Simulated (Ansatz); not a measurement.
Isolated molecules relaxed with PBE0-D4/def2-TZVP in Ansatz; ΔE leaves out vibrations. CBS: MP2 limit from def2 TZ/QZ plus the TZ coupled-cluster correction, frozen cores. DFT in def2-TZVPP. One conformer a species, not always the lowest.

Consider the cleavage of the Si–Si bond: `F[Si](F)(F)[SiH2]Cl` + `S[SiH2]Cl` → `Cl[SiH2]S[SiH2]Cl` + `F[SiH](F)F`.

```json
{"level": "r2SCAN-D4", "ΔE (kcal/mol)": "-19.7", "difference from CCSD(T)/CBS": "1.5"}
{"level": "PBE0-D4", "ΔE (kcal/mol)": "-18.7", "difference from CCSD(T)/CBS": "2.5"}
{"level": "ωB97X-V", "ΔE (kcal/mol)": "-19.1", "difference from CCSD(T)/CBS": "2.1"}
{"level": "ωB97M-V", "ΔE (kcal/mol)": "-20.9", "difference from CCSD(T)/CBS": "0.3"}
{"level": "B2PLYP", "ΔE (kcal/mol)": "-19.7", "difference from CCSD(T)/CBS": "1.5"}
{"level": "PBE", "ΔE (kcal/mol)": "-16.0", "difference from CCSD(T)/CBS": "5.2"}
{"level": "PBE0", "ΔE (kcal/mol)": "-17.6", "difference from CCSD(T)/CBS": "3.6"}
{"level": "HF/def2-TZVPP", "ΔE (kcal/mol)": "-19.9", "difference from CCSD(T)/CBS": "1.3"}
{"level": "SCS-MP2/def2-TZVPP", "ΔE (kcal/mol)": "-22.5", "difference from CCSD(T)/CBS": "-1.3"}
{"level": "CCSD/def2-TZVPP", "ΔE (kcal/mol)": "-20.0", "difference from CCSD(T)/CBS": "1.2"}
{"level": "CCSD(T)/def2-TZVPP", "ΔE (kcal/mol)": "-20.5", "difference from CCSD(T)/CBS": "0.7"}
{"level": "HF/def2-QZVPP", "ΔE (kcal/mol)": "-20.0", "difference from CCSD(T)/CBS": "1.2"}
{"level": "MP2/def2-QZVPP", "ΔE (kcal/mol)": "-24.3", "difference from CCSD(T)/CBS": "-3.1"}
{"level": "SCS-MP2/def2-QZVPP", "ΔE (kcal/mol)": "-22.9", "difference from CCSD(T)/CBS": "-1.7"}
{"level": "HF/CBS(def2)", "ΔE (kcal/mol)": "-20.0", "difference from CCSD(T)/CBS": "1.2"}
{"level": "CCSD/CBS(def2)", "ΔE (kcal/mol)": "-20.7", "difference from CCSD(T)/CBS": "0.5"}
{"level": "CCSD(T)/CBS", "ΔE (kcal/mol)": "-21.2", "difference from CCSD(T)/CBS": "0"}
```

Largest T1 diagnostic among the species: 0.012.

The D4 term adds −2.0 kcal/mol with B3LYP and −1.1 kcal/mol with PBE0; it sums over pairs of atoms, weighted by their polarisabilities, and B3LYP, whose exchange is more repulsive, gets the larger term. From PBE to PBE0 (25 % exact exchange), in def2-TZVPP and without D4, ΔE moves by −1.6 kcal/mol.

B3LYP here is the variant with VWN-RPA as its local correlation; programs differ in this.
